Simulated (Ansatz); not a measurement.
A nudged elastic band was laid between two geometries of CH₇NSSi (11 atoms, charge 0, multiplicity 1).

All numbers below come from RKS PBE-D4/def2-SVP in Ansatz.

```
movable images  : 7
climbing image  : yes
spring          : 5.0 eV/Å²
optimiser       : quadratic models (default)
start path      : through a guess of the saddle point
force threshold : 0.05 eV/Å
iteration limit : 60
end points      : relaxed
```

First end point:

```xyz
11
Properties=species:S:1:pos:R:3
Si -0.191 0.316 -0.250
N 1.320 0.968 0.326
S -0.108 -0.914 -2.056
H 0.361 0.085 -2.853
H -1.051 1.521 -0.514
C -0.917 -0.841 1.041
H 2.086 0.315 0.520
H 1.691 1.797 -0.148
H -1.052 -0.303 2.000
H -0.241 -1.702 1.220
H -1.898 -1.240 0.715
```

Last end point:

```xyz
11
Properties=species:S:1:pos:R:3
Si -0.617 -0.068 -0.674
N 1.221 0.769 -0.423
S -0.353 -1.247 -2.269
H 1.489 1.093 -1.366
H -1.342 1.263 -0.749
C -0.851 -0.728 1.085
H 1.884 0.013 -0.184
H 1.339 1.545 0.250
H -0.705 0.050 1.864
H -0.175 -1.585 1.283
H -1.890 -1.105 1.183
```

(1) Which bonds break or form, and what moves?

(2) Give the energies along the band, and the barrier.

(3) What is the geometry of the highest image?

(4) What are the harmonic wavenumbers there?

The band took 9 iterations and roughly 4 core-minutes.

Results:

(1) Bonds broken: S3–H4. Bonds formed: N2–H4.

(2) The run converged. The highest image is number 4 of 0 to 8, 0.86 eV above the first end and 0.46 eV above the last; the last end lies 0.41 eV above the first. A vibrational analysis at the climbing image gives one clearly imaginary mode, 1146i cm⁻¹: a first-order saddle point. The orbitals stay closed-shell, which can raise the energy where a bond breaks towards radicals; this wasn't checked here.

```json
{"image": "0", "path coordinate (Å)": "0.00", "energy (eV)": "0.00", "S3–H4 (Å)": "1.36", "N2–H4 (Å)": "3.44"}
{"image": "1", "path coordinate (Å)": "0.60", "energy (eV)": "0.03", "S3–H4 (Å)": "1.36", "N2–H4 (Å)": "3.11"}
{"image": "2", "path coordinate (Å)": "1.20", "energy (eV)": "0.08", "S3–H4 (Å)": "1.36", "N2–H4 (Å)": "2.85"}
{"image": "3", "path coordinate (Å)": "1.79", "energy (eV)": "0.34", "S3–H4 (Å)": "1.39", "N2–H4 (Å)": "2.07"}
{"image": "4", "path coordinate (Å)": "2.39", "energy (eV)": "0.86", "S3–H4 (Å)": "1.70", "N2–H4 (Å)": "1.35"}
{"image": "5", "path coordinate (Å)": "2.95", "energy (eV)": "0.47", "S3–H4 (Å)": "2.40", "N2–H4 (Å)": "1.05"}
{"image": "6", "path coordinate (Å)": "3.50", "energy (eV)": "0.42", "S3–H4 (Å)": "2.81", "N2–H4 (Å)": "1.04"}
{"image": "7", "path coordinate (Å)": "4.05", "energy (eV)": "0.41", "S3–H4 (Å)": "2.93", "N2–H4 (Å)": "1.03"}
{"image": "8", "path coordinate (Å)": "4.61", "energy (eV)": "0.41", "S3–H4 (Å)": "3.11", "N2–H4 (Å)": "1.03"}
```

(3) 
```xyz
11
Properties=species:S:1:pos:R:3
Si -0.514 0.257 -0.445
N 1.307 0.725 -0.357
S -0.184 -0.588 -2.323
H 1.160 0.079 -1.532
H -1.282 1.550 -0.330
C -0.909 -0.834 1.037
H 1.891 0.291 0.372
H 1.546 1.724 -0.430
H -0.826 -0.276 1.993
H -0.239 -1.716 1.063
H -1.949 -1.212 0.953
```

(4) 1146i, 158, 169, 186, 249, 401, 560, 609, 632, 681, 704, 751, 827, 841, 893, 1143, 1213, 1372, 1382, 1434, 1547, 2132, 2971, 3072, 3080, 3391, 3500 cm⁻¹.

Run time: 120 s on 2 threads of Arm Neoverse V1, with other jobs on the host, peak memory 0.13 GiB.
